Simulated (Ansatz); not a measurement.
Mulliken charges of FH₅O₂Si₂, SMILES `O[SiH2]O[SiH2]F` from ωB97M-V/def2-TZVPP in Ansatz (PBE0-D4/def2-TZVP geometry).

| atom | x (Å) | y (Å) | z (Å) | charge (e) |
| --- | --- | --- | --- | --- |
| O1 | -0.409 | -1.622 | 1.169 | -0.380 |
| Si2 | -0.006 | -1.387 | -0.399 | 0.507 |
| O3 | 0.321 | 0.189 | -0.712 | -0.387 |
| Si4 | 0.356 | 1.675 | -0.074 | 0.577 |
| F5 | -0.969 | 1.895 | 0.793 | -0.324 |
| H6 | -1.254 | -1.291 | 1.480 | 0.184 |
| H7 | -1.111 | -1.783 | -1.305 | -0.054 |
| H8 | 1.219 | -2.179 | -0.626 | -0.037 |
| H9 | 0.349 | 2.666 | -1.169 | -0.041 |
| H10 | 1.505 | 1.836 | 0.843 | -0.044 |

Problem. By hand: the dipole of these point charges (1 e Å = 4.8032 D).

Solution. Σ q r = (0.251, -0.058, -0.294) e Å, of length 0.391 e Å = 1.88 D.

Problem. How does the dipole of the full density compare? (An estimate is asked.)

Solution. The calculation gave: (-0.059, 0.026, -0.076) e Å, 0.48 D; the point charges give 3.92 times that, at 81° from its direction.

Point charges leave out the atoms' own dipoles, such as those of lone pairs, and Mulliken's split depends on the basis, so the two needn't agree.
